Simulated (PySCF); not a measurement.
Be(Et) (C2H5Be), SMILES [Be][CH2]C, multiplicity 2.

Geometry optimised at r2SCAN-D4/def2-TZVP. The multiplicity is an assumed one; other spin states were not compared. The isomer is the one that the SMILES or the coordinates give; other isomers of the formula were not compared.

Two levels are set side by side: PBE/def2-TZVPD (PySCF) and PBE0/def2-TZVPD (PySCF). Same geometry, gas phase. Differences are taken from unrounded values.

```csv
quantity,PBE0
α-spin orbital gap (eV),4.47
β-spin orbital gap (eV),6.33
dipole moment (D),0.39
mean polarisability (bohr³),57.8
```

Q: What does PBE give, and how far is it from PBE0? (The exact figures need the calculation; the answer reports its results.)

A: 
| quantity | PBE | PBE minus PBE0 |
|---|---|---|
| α-spin orbital gap (eV) | 2.69 | -1.78 |
| β-spin orbital gap (eV) | 4.32 | -2.01 |
| dipole moment (D) | 0.45 | 0.07 |
| mean polarisability (bohr³) | 60.3 | 2.5 |

Loosely held outer electrons make PBE densities more polarisable. Differences between two approximate levels are no errors against the true value.

Rough cost on one machine, each run with all the roots and properties that it gave: PBE0 against PBE within a factor of 2.
